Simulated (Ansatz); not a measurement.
(1) Predict a relaxed structure of the cluster Cd₂O₃H₂ (the lowest singlet isomer of a short search), charge 0, singlet, at r2SCAN-D4/def2-SVP (Ansatz).

Answers

(1) 
```xyz
7

Cd   -0.574   -1.136   -1.206
Cd    0.261    1.696    0.385
O    -0.163    0.775   -1.288
O     0.573    2.769    2.001
O    -1.133   -3.020   -1.237
H    -0.373   -3.596   -1.072
H     1.410    2.513    2.417
```
 This is one stationary point.

In the def2 sets Cd takes a core potential; there is no spin–orbit coupling. The structure comes from a short search, and lower isomers may exist.
